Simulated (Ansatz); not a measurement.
Z-matrix (Å, degrees):
```
W
O 1 1.878
O 1 1.866 2 91.3
Cl 1 2.409 2 80.2 3 -148.6
O 1 1.878 2 147.2 3 -94.5
S 1 2.110 2 105.2 3 107.9
H 2 0.961 1 122.5 3 148.9
H 3 0.960 1 126.3 2 106.5
H 5 0.961 1 122.5 2 -54.5
```

Total charge 0; spin multiplicity 1. W takes the def2 core potential.

**Question.** List the CAM-B3LYP/def2-TZVPP orbital energies in eV (Ansatz). (Estimate.)

**Answer.** The calculation gave: Occupied: -2763.76, -2420.12, -523.74, -523.35, -523.35, -258.55, -218.18, -197.57, -197.48, -197.46, -162.70, -162.67, -162.63, -86.64, -49.67, -49.59, -49.42, -30.12, -29.93, -29.38, -23.80, -21.15, -17.33, -17.12, -16.03, -13.68, -13.67, -13.14, -12.76, -12.35, -11.66, -11.25, -10.91, -10.74, -10.02, -9.61, -9.35. Lowest empty: -1.89, -1.68, -0.78, -0.32, 0.93, 1.36, 2.69, 2.74.
